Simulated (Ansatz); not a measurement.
Basis-set extrapolation for `C[N](C)[Mg][NH2]` (PBE0-D4/def2-TZVP geometry, frozen core, Ansatz). Multiplicity 1, RHF reference. For Mg the program correlates outer-core shells too, which these sets cover unevenly, so the extrapolated numbers aren't a true limit.

|  | def2-TZVPP | def2-QZVPP |
| --- | --- | --- |
| HF | -388.987028 | -389.005882 |
| MP2 correlation | -0.992465 | -1.086402 |
| CCSD(T) correlation | -1.069187 | not run |

Energies in hartree. Use E(X) = E(∞) + A·exp(−7.88·√X) for Hartree–Fock and E(X) = E(∞) + B·X^(−2.97) for correlation, with X = 3 and 4, and add CCSD(T) minus MP2 of the smaller set to the MP2 limit.

What is the CCSD(T) energy at the basis-set limit?

HF limit: -389.005882 + (-0.018854) × 0.13774 = -389.00848. MP2 limit: -1.086402 + (-0.093937) × 0.74074 = -1.15598. Higher-order term: -1.069187 − (-0.992465) = -0.07672. Total: -390.24118 hartree, 485.6 kJ/mol below CCSD(T)/def2-TZVPP.
